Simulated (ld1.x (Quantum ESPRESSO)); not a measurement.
## Transferability test, TM semilocal potential for Pm (Z = 61)

```json
{"Element": "Pm", "Generator": "ld1.x (Quantum ESPRESSO) 7.5", "Type": "norm-conserving Troullier–Martins (semilocal form)", "Functional": "PBEsol", "Relativity": "scalar-relativistic", "Frozen core": "[Kr] 4d10 5s2", "Valence charge": "13", "Reference configuration": "4f5 5p6 5d0 6s2 6p0", "Partial waves": "6s (bound): rc 3.85 bohr; 5d (bound, empty): rc 3.35 bohr; 4f (bound): rc 1.05 bohr; 5p (bound): rc 1.90 bohr", "Local potential": "the p channel", "Core correction": "Bessel-smoothed model core inside 0.95 bohr"}
```

Energies are relative to the spin-unpolarised reference configuration 4f5 5p6 5d0 6s2 6p0; without spin polarisation the order of configurations can differ from experiment. The frozen-core shift is the all-electron ΔE with the core orbitals held at their reference shape minus the fully relaxed ΔE.

```tsv
valence configuration	charge	ΔE all-electron (eV)	error AE − PS (meV)	frozen-core shift (meV)
4f5 5p6 5d0 6s1 6p0	+1	5.891	-1.7	+2.9
4f5 5p6 5d0 6s0 6p0	+2	16.732	-23	+9.0
4f4 5p6 5d0 6s0 6p0	+3	39.968	+11	+270
4f5 5p6 5d1 6s0 6p0	+1	7.089	-31	+5.5
4f5 5p6 5d0 6s1.5 6p0	+0.5	2.351	-0.5	+1.2
4f5 5p6 5d1 6s1 6p0	0	1.861	-8.9	+2.2
4f3 5p6 5d0 6s0 6p0	+4	81.124	-834	+1624
```

These tests converged, but a pseudo level misses the all-electron one widely, so the file describes the atom poorly there or has found another state: 4f5 5p6 5d0 6s0 6p0: empty 6p by 6.7 eV.
